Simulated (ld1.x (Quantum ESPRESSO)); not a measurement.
## Scattering properties, TM potential for nickel (Ni)

Ni (Z = 28), norm-conserving Troullier–Martins (Kleinman–Bylander form), made with ld1.x (Quantum ESPRESSO) 7.5 (PBEsol, scalar-relativistic). Core [Ne], reference 3s2 3p6 3d8 4s1 4p0 (charge +1). Waves: 3s (bound): rc 1.10 bohr; 3p (bound): rc 0.90 bohr; 3d (bound): rc 1.55 bohr. Local part: the d channel. Core correction: none.

Occupied shells without a wave of their own: 4s. They enter only through the test configuration that unscreens the potential.

The phase is arctan(r·u′/u) with u = r·R(r), unwrapped; energies in Ry, scanned from -11 to 5 Ry. A pole is an energy at which the radial function vanishes at the test radius. The pseudo phase is shifted by a multiple of π to meet the all-electron one at the reference energy, and phase errors are pseudo minus all-electron; the curves can meet again beyond the range given. Levels narrower than the energy grid can be missing from the lists of poles.

Question: For each channel, where are the poles, and over which energies does the pseudopotential scatter like the atom?

Answer:

| channel | radius (bohr) | reference energy (Ry) | poles, all-electron | poles, pseudo | unbroken range about the reference energy with phases within 0.05 rad | phase error 1 Ry above the reference energy (rad) |
| --- | --- | --- | --- | --- | --- | --- |
| s | 1.71 | -8.81 | -8.67 | -8.67, 2.30 | below -0.9 | +0.004 |
| p | 1.71 | -5.91 | -5.66 | -5.66 | below -1.1 | +0.006 |
| d | 1.71 | -1.32 | -0.71 | -0.68 | below 0.9 | +0.019 |

Phases in the s channel:

| E (Ry) | all-electron | pseudo |
| --- | --- | --- |
| -11.00 | 1.351 | 1.353 |
| -10.52 | 1.337 | 1.339 |
| -10.04 | 1.314 | 1.317 |
| -9.56 | 1.266 | 1.270 |
| -9.08 | 0.945 | 0.955 |
| -8.60 | -1.615 | -1.613 |
| -8.12 | -1.726 | -1.722 |
| -7.64 | -1.762 | -1.758 |
| -7.16 | -1.784 | -1.779 |
| -6.68 | -1.802 | -1.797 |
| -6.20 | -1.819 | -1.813 |
| -5.72 | -1.837 | -1.829 |
| -5.24 | -1.856 | -1.847 |
| -4.76 | -1.877 | -1.867 |
| -4.28 | -1.902 | -1.890 |
| -3.80 | -1.931 | -1.918 |
| -3.32 | -1.967 | -1.951 |
| -2.84 | -2.011 | -1.994 |
| -2.36 | -2.070 | -2.052 |
| -1.88 | -2.149 | -2.135 |
| -1.40 | -2.262 | -2.261 |
| -0.92 | -2.429 | -2.476 |
| -0.44 | -2.688 | -2.871 |
| 0.04 | -3.064 | -3.488 |
| 0.52 | -3.501 | -4.030 |
| 1.00 | -3.865 | -4.342 |
| 1.48 | -4.112 | -4.523 |
| 1.96 | -4.272 | -4.644 |
| 2.44 | -4.381 | -4.737 |
| 2.92 | -4.458 | -4.822 |
| 3.40 | -4.515 | -4.910 |
| 3.88 | -4.560 | -5.018 |
| 4.36 | -4.596 | -5.171 |
| 4.84 | -4.625 | -5.430 |
